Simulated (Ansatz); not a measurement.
thallium atom (Tl), doublet (core potentials on Tl); HF/def2-SV(P) in Ansatz (an electronic-structure program).

The Ansatz input:
Ansatz 0.2 input:
```yaml
crystal:
  periodic: [false, false, false]
  atoms:
    - {symbol: Tl, position_ang: [0.00000000, 0.00000000, 0.00000000]}
basis:
  gaussian:
    orbitals: def2-SV_P_.json
    fitting: {mean_field: def2-universal-JKFIT}
hamiltonian:
  xc: hf
magnetization: {spin_polarized: true, initial_magnetization: 1}
```
The basis file holds def2-SV(P) in the JSON format of the Basis Set Exchange.

It wrote (shortened):

```
Functional definition: HF
251 factors; integrals over basis functions are off by at most 5.7e-3 eV
mean field evaluation 1: about -4666.9779 eV, gradient 2.6e0 eV
mean field evaluation 2: about -4667.0926 eV, gradient 1.1e0 eV
mean field evaluation 4: about -4667.1168 eV, gradient 3.0e-4 eV
mean field evaluation 8: about -4667.1164 eV, gradient 1.3e-1 eV
mean field evaluation 16: about -4667.0927 eV, gradient 1.1e0 eV
mean field -4667.11679387 eV, -171.5133786894 hartree, gradient 8.2e-6 eV, S^2 0.757542; 0 other end points of the search recorded, 0 dependent functions left out
reference -4667.11679387 eV, -171.5133786894 hartree; 11, 10 occupied and 15, 16 virtual orbitals, 251 factors
Total energy: -4667.11679387 eV, -171.5133786894 hartree
```
